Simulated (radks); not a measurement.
Results of a calculation; reference values are marked as such.
These are the eigenvalues of the occupied orbitals of an atom or ion with whole-number occupations (hartree). Code: a radial shooting solver on a logarithmic mesh with Libxc functionals. Model: Dirac Kohn-Sham, PBEsol, spin-unpolarised, spherical densities, finite nucleus; Fermi nuclear charge, rms radius of each element as measured or else 0.836 A^(1/3) + 0.57 fm.

1s1/2: -8.45833

Which element is it, and in what charge state? The configuration may be excited. Open shells, if any, fill j = l - 1/2 first.

Answer. Z = 5, boron, charge +3: B3+ in [He]. The 1s level, -8.4583 hartree, gives Z - s = 4.1 by -(Z - s)^2/2, which with screening and relativity narrows Z to a few neighbours, and the depths must fix Z and the occupations together.
